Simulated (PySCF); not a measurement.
From results back to the method.

Triethylborane, C₆H₁₅B.
Cartesian coordinates in Å at the PBE0-D3(BJ)/def2-SVP level; atoms count from 1:
```xyz
22
C6H15B angstrom
C     -1.9789   -1.8033   -0.1846
C     -1.0379   -1.1261    0.8227
B     -0.1424   -0.0738    0.0562
C     -0.5384    1.4499    0.1190
C      0.1717    2.4415   -0.7932
C      1.1446   -0.5717   -0.7087
C      2.3424   -0.4420    0.2464
H     -2.6494   -1.0739   -0.6673
H     -1.4199   -2.3108   -0.9870
H     -2.6176   -2.5602    0.2966
H     -0.4088   -1.8998    1.2974
H     -1.6374   -0.6576    1.6215
H     -1.6369    1.5186    0.0036
H     -0.3900    1.7256    1.1841
H     -0.1641    3.4773   -0.6300
H      1.2620    2.4259   -0.6392
H     -0.0026    2.2071   -1.8552
H      1.3436    0.0234   -1.6154
H      1.0491   -1.6252   -1.0221
H      3.2790   -0.7767   -0.2255
H      2.2027   -1.0466    1.1568
H      2.4959    0.6001    0.5700
```

The closed-shell ground state was solved 5 times with PySCF (density fitting, gas phase), always in the pcSseg-1 basis (194 functions), with these functionals: B97-2, B97-D, HF, LC-wPBE and wB97X-D.

```tsv
row	total energy (Eh)	HOMO (eV)	LUMO (eV)	dipole (D)
P	-262.4044	-7.65	-0.32	0.10
Q	-262.2879	-6.56	-1.12	0.10
R	-260.5865	-11.18	3.37	0.09
S	-262.4146	-9.80	1.54	0.10
T	-262.3355	-10.66	1.99	0.11
```

Problem. Which functional belongs to which row?

Solution. P = B97-2, Q = B97-D, R = HF, S = wB97X-D, T = LC-wPBE. By rising HOMO–LUMO gap: B97-D (GGA) 5.44 eV; B97-2 (global hybrid, 21 % exact exchange) 7.33 eV; wB97X-D (range-separated hybrid) 11.34 eV; LC-wPBE (range-separated hybrid) 12.65 eV; HF (all exact exchange) 14.55 eV. Total energies of different functionals aren't bounds to one another; each is stationary for its own functional.

One conformer stands for the species.

The pairwise dispersion term of B97-D and wB97X-D wasn't added to the energies; at a given geometry it leaves orbitals and properties as they are.
